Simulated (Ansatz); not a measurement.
Stepwise reaction of `CB(C)N` with water, as a gas-phase model of exchange steps in deposition or etching. ΔE in kJ/mol; ΔG adds harmonic PBE0-D4 terms to CCSD(T)/CBS, at 1 bar.

Isolated molecules relaxed with PBE0-D4/def2-TZVP in Ansatz; ΔE leaves out vibrations. CCSD(T)/CBS is the MP2 limit (def2-TZVPP, def2-QZVPP) plus CCSD(T) − MP2 in def2-TZVPP, frozen cores. This one scheme is used for every species. Functionals use def2-TZVPP. B3LYP here is the variant with VWN-RPA as its local correlation; programs differ in this. One conformer a species, not always the lowest.

```csv
step,reaction,PBE-D4,B3LYP-D4,ωB97M-V,CCSD(T)/CBS,ΔG(600 K)
1,`CB(C)N` + H₂O → `CB(N)O` + CH₄,-115.6,-123.2,-121.0,-115.5,-106.1
2,`CB(N)O` + H₂O → `NB(O)O` + CH₄,-107.5,-116.7,-114.0,-109.7,-99.0
```

(1) By hand: ΔE of the 2 steps together at CCSD(T)/CBS.

Answers

(1) (-115.5) + (-109.7) = -225.2 kJ/mol, or -112.6 kJ/mol a step.

In ΔE each step is higher than the one before. All are downhill at CCSD(T)/CBS. ΔG lies between -106.1 and -99.0 kJ/mol a step. PBE-D4 differs from CCSD(T)/CBS by -0.1 to 2.2 kJ/mol a step. Isolated molecules leave out the surface, adducts and barriers. Largest T1 diagnostic: 0.011.
